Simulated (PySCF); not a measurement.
## Finite-field polarisability of Bi (bismuth, neutral)

[Xe] 4f14 5d10 6s2 6p3, high-spin 4S determinant. Computed with PySCF 2.14 in aug-cc-pVDZ-PP with ECP60MDF (5s4p3d, 32 functions), with a scalar-relativistic core potential. Frozen: 5s2 5p6 5d10. Energy changes in a uniform field (μhartree):

```json
{"axis": "x", "F (au)": "0.002", "HF": "-98.546", "MP2": "-98.422", "CCSD": "-98.714", "CCSD(T)": "-98.890"}
{"axis": "x", "F (au)": "0.004", "HF": "-394.404", "MP2": "-393.911", "CCSD": "-395.086", "CCSD(T)": "-395.792"}
```

Task: Derive α along x at CCSD(T) from the two fields.

Result: With ΔE = −αF²/2 − γF⁴/24, α = −(16 ΔE(F) − ΔE(2F))/(6F²) = 49.44 bohr³.

Task: And the mean polarisability at each level?

Result: HF 49.26, MP2 49.20, CCSD 49.35, CCSD(T) 49.44 bohr³. Reference: 48 ± 4 bohr³ (recommended; Schwerdtfeger and Nagle, table of static dipole polarizabilities (2023 update)).

Spin-orbit coupling is strong in this species (close to jj coupling), so the high-spin LS determinant is a model state, not a physical level.

A double-zeta set is small for polarisabilities.
